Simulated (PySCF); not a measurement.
# WBr from Hartree–Fock to correlated methods

State: ⁶Σ⁺ (sextet), unpaired electrons σ ↑, π ↑↑, δ ↑↑. Set-up: W def2-TZVPPD with ECP60, Br def2-TZVPPD; scalar-relativistic core potentials (PySCF 2.14). De refers to W (5d4 6s2) + Br in their high-spin ground configurations, without counterpoise correction. The functionals are run spin-unrestricted. A positive dipole means W(−)Br(+).

```
      Level  Re (Å)  ωe (cm⁻¹)  De (eV)  μ (D)
        UHF   2.509        238      n/a  -4.60
    UHF-MP2   2.405        270      n/a    n/a
UHF-SCS-MP2   2.425        262      n/a    n/a
        PBE   2.425        253      n/a  -2.92
     PBEsol   2.401        263      n/a  -2.80
       PW91   2.425        253      n/a  -2.92
     r²SCAN   2.430        254      n/a  -3.27
      B3LYP   2.446        249      n/a  -3.35
       PBE0   2.423        258      n/a  -3.44
       MN15   2.409        265      n/a  -3.52
  BHandHLYP   2.449        252      n/a  -3.91
    ωB97X-V   2.430        259      n/a  -3.63
```

Task: What does a quarter of exact exchange do here, going from PBE to PBE0?

Result: PBE0 less PBE: -0.2 pm in Re, +2.0 % in ωe. Exact exchange removes part of the self-interaction that spreads semilocal densities, and in most molecules shortens and stiffens the bond and lowers De; so it does here.

Task: What does the step from GGA to meta-GGA do here, going from PBE to r²SCAN?

Result: r²SCAN less PBE: +0.5 pm in Re, +0.4 % in ωe. 

Task: What does second-order correlation do here, going from UHF to UHF-MP2?

Result: UHF-MP2 less UHF: -10.4 pm in Re, +13.4 % in ωe. Correlation nearly always deepens the well. The bond shortens, as in weak, metallic or heavy-atom bonds, where dispersion and the correlation of outer-core electrons pull the atoms together.

Correlated steps freeze 9 core orbitals. De is left out where the level can put another filling of the metal’s s and d shells below the measured ground configuration, by anything from nothing to about 1 eV. Spin–orbit coupling is left out, which matters for elements this heavy, above all for dissociation energies. The state is the lowest single determinant that the PBE0 search found; with open d or f shells the true ground state can be another one.

The whole job (state search and all levels along the bond) took about 11 min on 2 threads of Arm Neoverse V1 (shared host), peak memory 5.3 GiB.
